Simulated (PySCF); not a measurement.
A calculated (UHF, PySCF 2.14, aug-cc-pVQZ-X2C, the spin-free X2C one-electron Hamiltonian (Gaussian nucleus)) atom or ion has these occupied shells.

```
shell  electrons  orbital energy (eV)  rms radius, mean of both spins (bohr)
 1s β          1             -16196.1                                 0.0450
 1s α          1             -16196.0                                 0.0450
 2s α          1              -2260.0                                  0.187
 2s β          1              -2260.0                                  0.187
 2p α          3              -2002.6                                  0.166
 2p β          3              -2002.6                                  0.166
 3s β          1              -378.23                                  0.523
 3s α          1              -378.19                                  0.523
 3p α          3              -292.49                                  0.535
 3p β          3              -292.49                                  0.535
 3d α          5              -150.59                                  0.547
 3d β          5              -150.54                                  0.547
 4s α          1              -51.643                                   1.46
 4s β          1              -51.487                                   1.46
 4p α          3              -28.850                                   1.69
 4p β          3              -28.361                                   1.69
 5s β          1               -4.669                                   5.09
 4d α          1               -2.899                                   4.47
```

**Question.** Name the element and its charge.

**Answer.** Sr (strontium, neutral), in [Kr] 4d1 5s1, 5s spin antiparallel (an excited configuration).
